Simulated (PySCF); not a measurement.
Structure problem from calculated spectra and properties.

Formula: C7H12.

- Polarisability: 81.5 au [wB97X-D/def2-SVPD]
- Triplet: lowest triplet excitation (Tamm–Dancoff): 4.28 eV [TDA wB97X-D/def2-SVPD]
- Rotational structure: rotational constants A, B, C: 5.823, 1.770, 1.438 GHz [GFN2-xTB]
- UV, strongest line: among the 8 lowest singlet transitions: S2 at 6.76 eV (184 nm, f = 0.362) [TDDFT wB97X-D/def2-SVPD]
- Dipole: 0.28 D [wB97X-D/def2-SVPD]
- 13C NMR: chemical shifts (computed TMS as zero) by class: 149.7 (1 C), 124.2 (1 C), 37.4 (1 C), 32.0 (1 C), 30.4 (1 C), 30.3 (1 C), 18.9 (1 C) ppm [GIAO PBE0/pcSseg-1]
- UV, first state: lowest singlet excitation: 6.63 eV (187 nm, f = 0.007) [TDDFT wB97X-D/def2-SVPD]

The electronic properties come from PySCF, for the isolated species, density fitting. Levels stand in brackets. The structure is a single GFN2-xTB conformer in the gas phase; no vibrational or solvent corrections. NMR classes are plain means over equivalent atoms (diastereotopic ones count apart unless rotation or inversion swaps them), as if these changed places fast.

Question: Propose a structure and show how it fits.

Answer: Numbering: `[CH3:1][CH:2]=[C:3]1[CH2:4][CH2:5][CH2:6][CH2:7]1`. Its formula, C7H12, gives 2 degrees of unsaturation: 1 ring and 1 π bond in the structure found. 7 carbons fall into 7 classes; from least to most shielded: fully substituted alkene carbon [C3] (149.7 ppm), alkene CH carbon [C2] (124.2 ppm), allylic carbon [C4] (37.4 ppm), allylic carbon [C7] (32.0 ppm), ring CH2 carbon [C6] (30.4 ppm), ring CH2 carbon [C5] (30.3 ppm), allylic carbon [C1] (18.9 ppm). The optimised geometry has point group C1 and is an asymmetric top. Structure: ethylidenecyclopentane (`CC=C1CCCC1`). Computed isomers that give other values at the same levels: `C#C[C@@H](C)C(C)C` (rotational constant A: 2.988 GHz; this holds for the one conformer computed); `CCCCC1C=C1` (13C chemical shifts (computed TMS as zero) by class: 128.0 (2 C), 45.9 (1 C), 36.3 (1 C), 28.8 (1 C), 20.1 (1 C), 17.5 (1 C) ppm); `CC#CC(C)(C)C` (rotational constant A: 4.443 GHz; this holds for the one conformer computed). The assignments are read from this structure; whether some other isomer fits the data as well wasn't checked.
